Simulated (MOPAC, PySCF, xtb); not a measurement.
Noncovalent pair: H2 (SMILES [H][H]) (first 2 atoms) with Si2H6 (SMILES [SiH3][SiH3]); geometry from B3LYP-D3(BJ)/def2-TZVP.
(charge 0, multiplicity 1):
| atom | x (Å) | y (Å) | z (Å) |
|---|---|---|---|
| H | 0.5567 | -0.7627 | 0.0531 |
| H | -0.0982 | -0.5764 | -0.2471 |
| Si | 1.0168 | -0.1338 | 3.6817 |
| Si | -1.1315 | 0.4676 | 2.9615 |
| H | 1.8150 | -0.6739 | 2.5545 |
| H | 0.9308 | -1.1710 | 4.7386 |
| H | 1.7213 | 1.0484 | 4.2351 |
| H | -1.0531 | 1.5122 | 1.9121 |
| H | -1.9160 | 1.0004 | 4.1024 |
| H | -1.8414 | -0.7107 | 2.4080 |

Interaction energies are E(AB) − E(A) − E(B) at the monomers' geometry in the complex; basis-set methods are counterpoise corrected. Rows marked so take none.

Rows in STO-3G carry no dispersion term and start afresh at each structure. The state that PM6 reach isn't checked.

The values were computed with MOPAC for PM6 (differences of heats of formation); PySCF for STO-3G rows; xtb for the GFN methods. 

Q: Give the interaction energy at the level GFN-FF.

A: -0.4 kcal/mol
